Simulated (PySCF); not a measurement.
Compound: C3H12N2Si.
Z-matrix (Å and degrees, PBE0-D3(BJ)/def2-SVP geometry), rows numbered from 1:
```
C 
C   1  1.5219
C   2  1.5285  1  113.70
Si  3  1.8847  2  115.31  1  -175.62
N   4  1.7303  3  106.16  2   -61.96
N   4  1.7276  3  117.03  2   179.15
H   1  1.1020  2  111.01  3    59.90
H   1  1.1014  2  111.85  3  -179.81
H   1  1.1021  2  111.11  3   -59.41
H   2  1.1050  1  108.89  3   122.64
H   2  1.1049  1  109.27  3  -122.65
H   3  1.1058  2  109.58  1   -54.95
H   3  1.1055  2  110.17  1    61.07
H   4  1.5052  3  107.20  2    63.57
H   5  1.0132  4  120.06  3    35.35
H   5  1.0139  4  119.41  3   178.49
H   6  1.0134  4  121.04  3    60.12
H   6  1.0125  4  120.25  3   -88.28
```

Theory: PySCF 2.14.0, density-fitted response routines, TDDFT PBE0/def2-SVPD, vertical, gas phase, core orbitals frozen in the response.

Frontier orbitals with the atoms that hold most of them (Löwdin shares over 4%, at most four atoms; ? is withheld):

| orbital | ε (eV) | atoms |
| --- | --- | --- |
| HOMO-3 | -9.13 | C2 26%, C3 15%, C1 12%, H10 12% |
| HOMO-2 | -8.62 | C3 23%, Si4 16%, N6 16%, N5 8% |
| HOMO-1 | -7.33 | N5 47%, N6 23%, Si4 12%, H15 4% |
| HOMO | -6.98 | ? |
| LUMO | ? | ? |
| LUMO+1 | 0.97 | H18 11%, N6 10%, H17 10%, Si4 10% |
| LUMO+2 | 1.15 | C1 17%, H7 9%, N5 8%, Si4 7% |

(1) Which atoms hold the LUMO, and with what shares?

(2) Give the leading atoms of the HOMO.

(3) What is the LUMO energy, and the HOMO–LUMO gap?

Answers

(1) Si4 (bonded to C, 2 N and H) 28%; H15 (bonded to N) 9%; H16 (bonded to N) 8%; N5 (bonded to Si and 2 H) 7%. By element: silicon 28%, hydrogen 17% or more, nitrogen 7% or more.

(2) N6 (bonded to Si and 2 H) 34%; N5 (bonded to Si and 2 H) 17%; Si4 (bonded to C, 2 N and H) 13%; C3 (bonded to C, Si and 2 H) 12%. By element: nitrogen 51%, silicon 13%, carbon 12% or more.

(3) ε(LUMO) = 0.62 eV; the gap is 7.60 eV (0.2794 hartree).

Q: How does S1 compare with the orbital gap of 7.60 eV?

A: S1 is at 6.41 eV (f = 0.047), 1.19 eV below the gap, made of HOMO→LUMO (84%), HOMO→LUMO+1 (8%). 

Q: One configuration dominates each of S1 and S5. Which, and how do the shares of the two leading atoms of either orbital change from the occupied to the empty one?

A: 
- S1 (6.41 eV, f 0.047), HOMO→LUMO (84%): N6 34% → at most 8%, N5 17% → 7%, Si4 13% → 28%, H15 at most 13% → 9%
- S5 (7.24 eV, f 0.040), HOMO-1→LUMO+1 (72%): N5 47% → at most 10%, N6 23% → 10%, H18 at most 5% → 11%

The run took 2.9 min on an Arm Neoverse V1 with one thread (shared host).

One conformer stands for the species.
